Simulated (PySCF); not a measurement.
**Atomic charges by several schemes**

Compound: C2H10SSi4.
Structure used (GFN2-xTB), in Å, numbered top down from 1:
```xyz
17
C2H10SSi4 angstrom
C      3.1719   -0.7320    0.9401
C      2.4898    0.3241    0.5273
Si     0.6445    0.5437    0.8175
Si    -0.6678   -1.3508    0.4551
Si    -2.3321   -0.6375   -1.0195
Si    -1.9669    1.6480   -1.2557
S      0.0694    2.0556   -0.6506
H      4.2307   -0.8475    0.7652
H      2.6964   -1.5352    1.4815
H      3.0082    1.1019   -0.0201
H      0.4574    1.2162    2.1099
H     -1.1927   -1.8456    1.7348
H      0.1544   -2.4576   -0.0517
H     -3.6997   -0.8707   -0.5392
H     -2.2790   -1.3163   -2.3204
H     -1.9910    2.2297   -2.5915
H     -2.8004    2.4860   -0.3924
```

Density: PBE0/pcSseg-1 (PySCF); schemes: Mulliken, IAO, Hirshfeld and ESP-fitted. Isolated species at its GFN2-xTB geometry (one conformer only).

Question: Which atoms carry the highest charge in the Mulliken, IAO, Hirshfeld and ESP-fitted schemes?

Answer: All schemes agree: Mulliken Si3 (+0.531); IAO Si3 (+0.558); Hirshfeld Si3 (+0.247); ESP-fitted Si3 (+0.321).

Question: Which atoms carry the lowest charge in the Mulliken, IAO, Hirshfeld and ESP-fitted schemes?

Answer: All schemes agree: Mulliken S7 (-0.544); IAO S7 (-0.435); Hirshfeld S7 (-0.195); ESP-fitted S7 (-0.404).

Question: Tabulate the Mulliken, IAO, Hirshfeld and ESP-fitted charges.

Answer: In e:

| atom | environment | Mulliken | IAO | Hirshfeld | ESP-fitted |
| --- | --- | --- | --- | --- | --- |
| C1 | terminal =CH2 carbon | -0.158 | -0.277 | -0.082 | -0.397 |
| C2 | alkene CH carbon | -0.466 | -0.405 | -0.137 | -0.218 |
| Si3 | SiH silicon | +0.531 | +0.558 | +0.247 | +0.321 |
| Si4 | SiH2 silicon | -0.008 | +0.138 | +0.151 | +0.116 |
| Si5 | SiH2 silicon | -0.012 | +0.147 | +0.154 | +0.042 |
| Si6 | SiH2 silicon | +0.342 | +0.405 | +0.222 | +0.284 |
| S7 | sulfur bonded to 2 Si | -0.544 | -0.435 | -0.195 | -0.404 |
| H8 | vinylic hydrogen | +0.125 | +0.154 | +0.052 | +0.180 |
| H9 | vinylic hydrogen | +0.119 | +0.140 | +0.044 | +0.191 |
| H10 | vinylic hydrogen | +0.147 | +0.164 | +0.045 | +0.181 |
| H11 | Si–H hydrogen | -0.007 | -0.107 | -0.080 | -0.058 |
| H12 | Si–H hydrogen | -0.008 | -0.076 | -0.072 | -0.053 |
| H13 | Si–H hydrogen | +0.003 | -0.069 | -0.066 | -0.038 |
| H14 | Si–H hydrogen | -0.006 | -0.076 | -0.070 | -0.029 |
| H15 | Si–H hydrogen | -0.002 | -0.070 | -0.067 | -0.028 |
| H16 | Si–H hydrogen | -0.027 | -0.087 | -0.068 | -0.030 |
| H17 | Si–H hydrogen | -0.028 | -0.106 | -0.078 | -0.061 |

Mean size of the charges over all atoms: IAO 0.201 e, ESP-fitted 0.155 e, Mulliken 0.149 e, Hirshfeld 0.108 e. Each set sums to the total charge, 0, to within 0.001 e. The ESP scheme is a least-squares fit of atom-centred charges to the potential on four shells outside the van der Waals surface, with the total charge fixed.

Question: Sum the charges by element, for elements with more than one atom.

Answer: 
```
element  atoms  Mulliken     IAO  Hirshfeld  ESP-fitted
      C      2    -0.624  -0.682     -0.219      -0.615
     Si      4    +0.853  +1.249     +0.774      +0.763
      H     10    +0.316  -0.132     -0.360      +0.256
```

Question: How closely do the schemes follow one another over all atoms?

Answer: Correlation coefficient and root-mean-square difference: Mulliken with IAO 0.94, 0.085 e; IAO with Hirshfeld 0.94, 0.140 e; IAO with ESP-fitted 0.94, 0.094 e; Mulliken with ESP-fitted 0.88, 0.114 e; Hirshfeld with ESP-fitted 0.84, 0.118 e; Mulliken with Hirshfeld 0.81, 0.159 e.
